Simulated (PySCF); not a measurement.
C12H10. Atoms are numbered in the order given.

```xyz
22

C      3.5659     0.0000     0.0000
C      2.8612    -0.3818     1.1450
C      1.4656    -0.3817     1.1444
C      0.7423     0.0000     0.0000
C     -0.7423     0.0000     0.0000
C     -1.4656     0.3817     1.1444
C     -2.8612     0.3818     1.1450
C     -3.5659     0.0000     0.0000
C     -2.8612    -0.3818    -1.1450
C     -1.4656    -0.3817    -1.1444
C      1.4656     0.3817    -1.1444
C      2.8612     0.3818    -1.1450
H      4.6585     0.0000     0.0000
H      3.4018    -0.6903     2.0432
H      0.9258    -0.7061     2.0366
H     -0.9258     0.7061     2.0366
H     -3.4018     0.6903     2.0432
H     -4.6585     0.0000     0.0000
H     -3.4018    -0.6903    -2.0432
H     -0.9258    -0.7061    -2.0366
H      0.9258     0.7061    -2.0366
H      3.4018     0.6903    -2.0432
```
Charge 0, spin multiplicity 1.

Coordinates come from a B3LYP-D3(BJ)/def2-SVP optimisation. One conformer was computed; it need not be the lowest.

Method: SMD-M06-2X/def2-SVP (PySCF).

Solvation free energies are E(SMD) − E(gas) at the gas-phase geometry, for 1 M in both phases. In vacuum the dipole moment is 0.00 D.

**Question.** Rank water, 1-octanol, methanol by solvation free energy, most negative first.

**Answer.** methanol (-7.7 kcal/mol), 1-octanol (-7.2 kcal/mol), water (-2.3 kcal/mol)
